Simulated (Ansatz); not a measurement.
Ideal-gas functions of CH5AlFN (`C[NH][AlH][F]`) at 400 K and 1 bar, from an Ansatz frequency run at PBE0-D4/def2-TZVP.

Molar mass 77.04 g/mol, point group Cs (symmetry number 1), electronic degeneracy 1, moments of inertia 20.833, 182.473, 200.144 u Å². Harmonic wavenumbers (cm⁻¹, unscaled): 127, 145, 181, 296, 480, 548, 653, 726, 862, 1083, 1143, 1156, 1397, 1461, 1485, 1517, 1986, 3012, 3060, 3100, 3611.

Use S(trans) = R[1.5 ln M + 2.5 ln T − 1.1517]; rotational temperatures θ = 24.2544 K / I; S(rot) = R[ln(√π/σ · √(T³/θAθBθC)) + 1.5]; for each mode x = 1.438777 ν̃/T, S = R[x/(eˣ − 1) − ln(1 − e⁻ˣ)] and H = RT x/(eˣ − 1); 1 cm⁻¹ = 0.0119627 kJ/mol; R = 8.31446 J/(mol·K).

Problem. By hand: the entropy, in J/(mol·K).

Solution. Translation 169.1. Rotation: θ = 1.1642, 0.1329, 0.1212 K, giving 108.5. Vibration, mode by mode: 14.90, 13.82, 12.03, 8.18, 4.74, 3.90, 2.90, 2.35, 1.60, 0.84, 0.71, 0.68, 0.33, 0.27, 0.25, 0.23, 0.05, 0.00, 0.00, 0.00, 0.00, in all 67.8. Electronic 0.0. Sum 345.4 J/(mol·K).

Problem. By hand: H − E and G − E in kJ/mol, counted from the electronic energy.

Solution. Zero-point energy ½ × 28029 × 0.0119627 = 167.7; thermal vibration 14.8; translation, rotation and pV give 4 RT = 13.3. H − E = 195.8 kJ/mol, and G − E = 195.8 − 400 × 345.4/1000 = 57.6 kJ/mol.

Vibration gives 20 % of the entropy, 28.7 J/(mol·K) of it from the modes under 150 cm⁻¹: soft modes count most, and the harmonic formula is weakest for them. The sum counts one conformer and one mirror image; others add a mixing term.
